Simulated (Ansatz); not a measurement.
Wavefunction ladder for `FCSC[SiH3]`

```xyz
12

F    -1.766   -0.781    1.887
C    -1.799   -0.509    0.534
S    -1.156    1.101    0.141
C     0.611    0.825    0.439
Si    1.435   -0.060   -1.002
H    -1.232   -1.293    0.027
H    -2.840   -0.519    0.201
H     1.050    1.819    0.556
H     0.737    0.313    1.395
H     0.738   -1.343   -1.283
H     1.363    0.805   -2.205
H     2.860   -0.357   -0.690
```

Total charge 0; spin multiplicity 1. All single points use the PBE0-D4/def2-TZVP geometry. It is one conformer, not always the lowest. Frozen core, restricted reference, Ansatz. CBS rows extrapolate triple and quadruple zeta; past MP2 they add the triple-zeta difference.

| basis | HF (Eh) | MP2 corr. |
| --- | --- | --- |
| def2-TZVPP | -865.79487 | -0.90072 |
| def2-QZVPP | -865.82343 | -0.97267 |

Question: Estimate the CCSD correlation energy and the (T) correction in each basis where they were run (hartree).

Answer: 
| basis | CCSD corr. | (T) |
| --- | --- | --- |
| def2-TZVPP | -0.95662 | -0.03697 |
| CBS(def2) | -1.08186 | as TZ |
